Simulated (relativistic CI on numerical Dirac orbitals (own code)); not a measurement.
**Slater and spin-orbit integrals, Ir44+**

These numbers are calculated, not measured: Dirac-Coulomb-Breit CI, separate exchange-only KLI orbitals for each configuration, model QED, unscaled Slater integrals (own radial code, finite nucleus).

Slater integrals F^k, G^k are unscaled and averaged over j, outside the closed core [Ar] 3d10; ζ comes from projecting the Hamiltonian with its Breit term on Σ l·s of the shell.

- 4s2.4p3: F^2(4p,4p) = 263660, ζ(4p) = 638090 cm⁻¹; <r>(4p) = 0.3853, <r^2>(4p) = 0.1682 (bohr units).
- 4s.4p4: F^2(4p,4p) = 263620, G^1(4s,4p) = 344940, ζ(4p) = 637730 cm⁻¹; <r>(4s) = 0.3757, <r^2>(4s) = 0.1588, <r>(4p) = 0.3853, <r^2>(4p) = 0.1682 (bohr units).
- 4s2.4p2.4d: F^2(4p,4p) = 263590, ζ(4p) = 638850, F^2(4p,4d) = 260340, G^1(4p,4d) = 320370, G^3(4p,4d) = 206120, ζ(4d) = 80515 cm⁻¹; <r>(4p) = 0.3854, <r^2>(4p) = 0.1683, <r>(4d) = 0.3823, <r^2>(4d) = 0.1671 (bohr units).

Averages of the first 10 configurations, taken without configuration mixing, which lowers the lowest level and can move excited configurations by several eV; other configurations of the list can lie among them:

```tsv
Configuration	Parity	States	Average energy above the lowest level (eV)
4s2.4p3	odd	20	121.6
4s.4p4	even	30	313.6
4s2.4p2.4d	even	150	346.4
4p5	odd	6	517.3
4s.4p3.4d	odd	400	533.2
4s2.4p2.4f	odd	210	549.0
4s.4p3.4f	even	560	736.1
4p4.4d	even	150	731.8
4s.4p2.4d2	even	1350	756.2
4s2.4p.4d.4f	even	840	774.6
```
